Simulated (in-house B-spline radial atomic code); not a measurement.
## Ionising I with different functionals

Computed with a radial B-spline atomic code at the basis-set limit: four-component Dirac-Coulomb Hamiltonian, Fermi nucleus of rms radius 4.75 fm, spin-restricted, spherical fractional occupations for the functionals, and exact exchange of hybrids averaged over the configuration. The ionisation energy is the difference of two self-consistent energies, [Kr] 4d10 5s2 5p5 → [Kr] 4d10 5s2 5p4, without Breit or QED terms; ε is the level of the shell that loses the electron (mean over j). The electron is taken from both j subshells in proportion to 2j + 1, so the result is a j average, not the step between ground levels.

```csv
method,rung,ΔSCF (eV),-ε(5p) (eV)
BHandHLYP,global hybrid,11.01,9.32
HSE06,range-separated hybrid,11.15,7.88
CAM-B3LYP,range-separated hybrid,11.15,9.60
LC-wPBE,range-separated hybrid,11.20,10.98
```

(1) Among the functionals, which spreads more, the ΔSCF values or the orbital energies?

(2) How do they compare with the NIST value?

## Answers

(1) The orbital energies: ΔSCF values span about 0.19 eV and the orbital energies 3.10 eV; here energy differences depend much less on the functional than eigenvalues do.

(2) NIST lists 10.451 eV (measured, ground level to ground level). Errors run from +0.56 to +0.75 eV. The correlated functionals all miss on the same side by more than they spread, so the cause is common to them (Breit-QED terms, spin polarisation, the choice among j levels, multiplet and fine-structure energies, or a listed next ion that isn't the cheapest removal here) and closeness doesn't rank the functionals.
